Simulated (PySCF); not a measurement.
`CC=C=C(C)OC`, C₆H₁₀O

Geometry (Å), atoms numbered from 1 in this order:
```xyz
17

C    -3.0755   -0.3018   -0.0128
C    -1.7109   -0.5131   -0.5992
C    -0.5781   -0.1935   -0.0227
C     0.5269    0.1737    0.5962
C     1.1530    1.5253    0.4157
O     1.1014   -0.6790    1.5015
C     2.4864   -0.8698    1.4015
H    -3.6868    0.3438   -0.6650
H    -3.0182    0.1609    0.9819
H    -3.6120   -1.2605    0.0797
H    -1.6754   -0.9810   -1.5948
H     2.1472    1.4616   -0.0560
H     0.5191    2.1558   -0.2200
H     1.2798    2.0204    1.3929
H     2.7578   -1.6265    2.1499
H     2.7796   -1.2427    0.4027
H     3.0618    0.0486    1.6168
```

Computed, not measured: PySCF, TDDFT CAM-B3LYP/aug-cc-pVDZ excited states, vertical, gas phase. Geometry: PBE0-D3(BJ)/def2-SVP.

Q: How strongly do the lowest singlets absorb one photon, and two photons of half the energy?

A: δ for parallel linear polarisation; σ at the peak of a Lorentzian of half width 0.1 eV, single beam; Ω is circular over linear.
```csv
state,E (eV),f,photon λ (nm),δ (au),σ (GM),Ω,main
S1,5.14,0.004,482,5.15,0.05,0.64,"HOMO→LUMO+8 0.57, HOMO→LUMO+4 0.14"
S2,5.62,0.037,442,36.6,0.42,1.38,HOMO→LUMO 0.86
S3,6.15,0.008,403,16.3,0.23,0.34,"HOMO−1→LUMO 0.36, HOMO−1→LUMO+1 0.23"
S4,6.21,0.064,399,480,6.78,0.32,"HOMO→LUMO+1 0.67, HOMO→LUMO+3 0.09"
S5,6.31,0.004,393,235,3.42,1.28,"HOMO→LUMO+3 0.51, HOMO→LUMO+2 0.26"
S6,6.44,0.037,385,63.7,0.97,1.34,"HOMO→LUMO+2 0.60, HOMO→LUMO+3 0.28"
```

Among these, the strongest one-photon state is S4, the strongest two-photon state S4, with a dipole change of 2.0 D (relaxed, norm of the difference vector).
